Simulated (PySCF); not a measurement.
Cl5Si2, SMILES Cl[Si](Cl)[Si](Cl)(Cl)Cl, multiplicity 2. Atoms are numbered in the order given.

```xyz
7

Cl     2.2190     0.0405    -1.6965
Si     1.3145    -0.7346     0.0000
Cl     2.2190     0.0405     1.6965
Si    -0.9204    -0.0114     0.0000
Cl    -1.0671     2.0406     0.0000
Cl    -1.8476    -0.7536     1.6788
Cl    -1.8476    -0.7536    -1.6788
```
Charge 0, spin multiplicity 2.

Geometry optimised at r2SCAN-D4/def2-SVP. The isomer is the one that the SMILES or the coordinates give; other isomers of the formula were not compared. Other conformers were not sampled.

These are r2SCAN/def2-TZVP in PySCF values and carry that method's errors.

Atomic charges (e):

```csv
atom,meta-Löwdin,Löwdin,Mulliken spin
Cl1,-0.24,0.24,0.08
Si2,0.47,-0.43,0.69
Cl3,-0.24,0.24,0.08
Si4,0.76,-0.86,0.10
Cl5,-0.25,0.27,0.04
Cl6,-0.25,0.27,0.00
Cl7,-0.25,0.27,0.00
```

Computed Mayer and Wiberg (Löwdin basis) orders of the bonds:
```json
[
 {"bond": "Cl1–Si2", "Mayer": "1.18", "Wiberg": "1.91"},
 {"bond": "Si2–Cl3", "Mayer": "1.18", "Wiberg": "1.91"},
 {"bond": "Si2–Si4", "Mayer": "0.87", "Wiberg": "1.12"},
 {"bond": "Si4–Cl5", "Mayer": "1.19", "Wiberg": "1.86"},
 {"bond": "Si4–Cl6", "Mayer": "1.18", "Wiberg": "1.86"},
 {"bond": "Si4–Cl7", "Mayer": "1.18", "Wiberg": "1.86"}
]
```
